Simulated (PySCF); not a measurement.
OZn. Atoms are numbered in the order given.

```xyz
2

Zn     0.0000     0.0000    -0.3580
O      0.0000     0.0000     1.3427
```

Geometry: PBE0-D3(BJ)/def2-TZVPD.

Method: CAM-B3LYP/def2-TZVPD (PySCF).

Mulliken values depend strongly on the basis, most of all with diffuse functions as here. ESP charges are fitted to the potential on shells at 1.4 to 2.0 van der Waals radii. Atomic charges (e):

```
atom  meta-Löwdin  Mulliken  ESP fit
----  -----------  --------  -------
Zn1          1.04      0.41     0.77
O2          -1.04     -0.41    -0.77
```
